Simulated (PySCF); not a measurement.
Stepwise substitution at one centre (In H-CH3). All species are isolated molecules in the gas phase. Strings in code marks are SMILES.

The dipole moment from two functionals at the same geometries (PBE0-D4/def2-TZVP), both in PySCF: PBE-D3(BJ)/def2-TZVP and PBE0-D4/def2-TZVP. 

```json
[
 {"species": "0 of 3 H replaced by CH3 (`[InH3]`)", "PBE-D3(BJ)/def2-TZVP (D)": "0.00", "PBE0-D4/def2-TZVP (D)": "0.00"},
 {"species": "1 of 3 H replaced by CH3", "PBE-D3(BJ)/def2-TZVP (D)": "0.73", "PBE0-D4/def2-TZVP (D)": "0.68"},
 {"species": "2 of 3 H replaced by CH3", "PBE-D3(BJ)/def2-TZVP (D)": "0.62", "PBE0-D4/def2-TZVP (D)": "0.57"},
 {"species": "3 of 3 H replaced by CH3", "PBE-D3(BJ)/def2-TZVP (D)": "0.00", "PBE0-D4/def2-TZVP (D)": "0.00"}
]
```

Over these rows, drawn at random from the members with no instability flagged (it was tested for open shells, ions and some series alone), PBE minus PBE0-D4: mean +0.03 D, from 0.00 D to +0.05 D.
